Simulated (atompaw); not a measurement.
**Ranking PAW (atompaw) potentials for lithium**

All share these settings but for the change named:

* Element: Li (Z = 3)
* Generator: atompaw 4.2.0.5
* Type: PAW
* Functional: PBEsol
* Relativity: scalar-relativistic
* Frozen core: none
* Valence charge: 3
* Reference configuration: 1s2 2s0 2p0 (charge +1)
* Partial waves: 1s (bound): rc 0.55 bohr; 2s (bound, empty): rc 3.00 bohr; 2p (bound, empty): rc 3.00 bohr; 2p channel at 2.05 Ry: rc 3.00 bohr; 3d channel at 0.3 Ry: rc 3.00 bohr; 3d channel at 1.55 Ry: rc 3.00 bohr
* Local potential: bessel scheme, radius 1.95 bohr
* Core correction: none
* Augmentation charge: sinc compensation charge, radius 2.45 bohr; PAW radius 3.00 bohr; waves and projectors: custom rrkj vanderbiltortho

Cutoff: the first of the cutoffs (Ry, on a coarse ladder) from which the occupation-weighted sum of valence levels, in a spherical-Bessel basis at the reference potential, stays within 10 and 1 mRy of its value at 400 Ry; the density cutoff is not measured.

The base gives 140 Ry.

Of 9 variants that were run, those that failed, showed a ghost or another fault, or gave nearly equal values are left out.

A variant can come out equal or close to the base.

Rank these variants from softest to hardest (loose cutoff).
A. all radii scaled by about 1.29 (s 0.70, p 3.86, d 3.86 bohr); local potential bessel scheme, radius 2.52 bohr; augmentation sinc compensation charge, radius 3.16 bohr; PAW radius 3.86 bohr; waves and projectors: custom rrkj vanderbiltortho
B. all radii scaled by about 1.06 (s 0.58, p 3.18, d 3.18 bohr); local potential bessel scheme, radius 2.08 bohr; augmentation sinc compensation charge, radius 2.60 bohr; PAW radius 3.18 bohr; waves and projectors: custom rrkj vanderbiltortho
C. all radii scaled by about 0.75 (s 0.42, p 2.26, d 2.26 bohr); local potential bessel scheme, radius 1.46 bohr; augmentation sinc compensation charge, radius 1.84 bohr; PAW radius 2.26 bohr; waves and projectors: custom rrkj vanderbiltortho
D. all radii scaled by about 1.18 (s 0.64, p 3.54, d 3.54 bohr); local potential bessel scheme, radius 2.30 bohr; augmentation sinc compensation charge, radius 2.90 bohr; PAW radius 3.54 bohr; waves and projectors: custom rrkj vanderbiltortho
E. all radii scaled by about 0.81 (s 0.44, p 2.44, d 2.44 bohr); local potential bessel scheme, radius 1.58 bohr; augmentation sinc compensation charge, radius 1.98 bohr; PAW radius 2.44 bohr; waves and projectors: custom rrkj vanderbiltortho

A (90 Ry), D (110 Ry), B (140 Ry), E (200 Ry), C (230 Ry).
